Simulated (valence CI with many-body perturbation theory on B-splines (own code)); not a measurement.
Which ion has this spectrum?

A relativistic CI+MBPT calculation for an atom or ion with 31 electrons gives these levels (cm⁻¹):

| J | Parity | E | g |
| --- | --- | --- | --- |
| 1/2 | odd | 0 | 0.66 |
| 3/2 | odd | 331875 | 1.33 |
| 1/2 | even | 563402 | 2.32 |
| 3/2 | even | 821548 | 1.68 |
| 5/2 | even | 871480 | 1.39 |
| 3/2 | even | 946133 | 0.94 |
| 1/2 | even | 971209 | 1.18 |
| 5/2 | even | 1176966 | 1.40 |
| 3/2 | even | 1283143 | 1.06 |
| 1/2 | even | 1303623 | 1.82 |
| 3/2 | even | 1357292 | 0.97 |
| 5/2 | even | 1396955 | 1.20 |
| 3/2 | odd | 1523559 | 1.34 |
| 3/2 | odd | 1755336 | 0.57 |

The energies are calculated, and their last digits are not significant.

Question: Which is it?
A. Tb34+
B. Eu32+
C. Pm30+
D. Gd33+

Answer: B. Eu32+, ground level (4s^2 4p1/2) J=1/2.
